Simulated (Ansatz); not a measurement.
Basis-set extrapolation for CH$_{3}$F$_{3}$Si, SMILES `FC[SiH](F)F` (PBE0-D4/def2-TZVP geometry, frozen core, the Gaussian-basis code of Ansatz). Multiplicity 1, RHF reference.

```json
{"": "HF", "def2-TZVPP": "-627.160538", "def2-QZVPP": "-627.186047"}
{"": "MP2 correlation", "def2-TZVPP": "-1.032171", "def2-QZVPP": "-1.126530"}
{"": "CCSD(T) correlation", "def2-TZVPP": "-1.085045", "def2-QZVPP": "not run"}
```

Energies in hartree. Use E(X) = E(∞) + A·exp(−7.88·√X) for Hartree–Fock and E(X) = E(∞) + B·X^(−2.97) for correlation, with X = 3 and 4, and add CCSD(T) minus MP2 of the smaller set to the MP2 limit.

Question: What is the CCSD(T) energy at the basis-set limit?

Answer: HF limit: -627.186047 + (-0.025509) × 0.13774 = -627.18956. MP2 limit: -1.126530 + (-0.094359) × 0.74074 = -1.19643. Higher-order term: -1.085045 − (-1.032171) = -0.05287. Total: -628.43886 hartree, 121.3 kcal/mol below CCSD(T)/def2-TZVPP.
